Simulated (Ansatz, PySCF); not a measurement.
Gas-phase reaction (SMILES): OB(O)Cl [chloroboronic acid] -> O[B]O + Cl atom; the B-Cl bond at the site shown breaks (other sites are not compared here).

Geometries: B3LYP-D3(BJ)/def2-TZVP minima from Ansatz (a program for electronic structure), one conformer each, not searched for the lowest. Cores are frozen in the correlated levels unless marked. UHF or UKS for open shells. Spin-orbit coupling is left out. No relativistic terms. Basis-set limits of correlation are two-point, X^-3; Hartree-Fock from the larger set. [CCSD(T)-MP2]/basis is that difference in the basis named. Thermal terms are rigid-rotor harmonic-oscillator values from B3LYP-D3(BJ) frequencies (Ansatz or PySCF) at 298.15 K and 1 atm. 1 Eh = 627.5095 kcal/mol. Atoms have translation alone.

```
species  E, RI-MP2/CBS(aug-cc-pV(T+d)Z,aug-cc-pV(Q+d)Z)+[CCSD(T)-MP2]/aug-cc-pV(T+d)Z (Ansatz) (Eh)  E, r2SCAN-D4/def2-TZVPD (Ansatz + dftd4) (Eh)  H - E (Eh)
-------  ------------------------------------------------------------------------------------------  ---------------------------------------------  ----------
OB(O)Cl                                                                                  -636.27023                                     -636.82488     0.04002
O[B]O                                                                                    -176.36262                                     -176.51365     0.03470
Cl atom                                                                                  -459.70710                                     -460.11735     0.00236
```

Question: Work out ΔE and ΔH at 298.15 K at the first level, then ΔH at the second.

Answer: 
1. ΔE = [(-176.36262) + (-459.70710)] - [(-636.27023)] = 0.20051 Eh = 125.8 kcal/mol at RI-MP2/CBS(aug-cc-pV(T+d)Z,aug-cc-pV(Q+d)Z)+[CCSD(T)-MP2]/aug-cc-pV(T+d)Z.
2. The terms H - E add up to -0.00296 Eh, so ΔH = (0.20051 + (-0.00296))×627.5095 = 124.0 kcal/mol.
3. At r2SCAN-D4/def2-TZVPD the same steps give ΔE = 121.7 and ΔH = 119.8 kcal/mol, a shift of -4.2 from the first level.
4. These values are not checked against measurement here, since the tables used lack a sound gas-phase enthalpy of formation for at least one species.
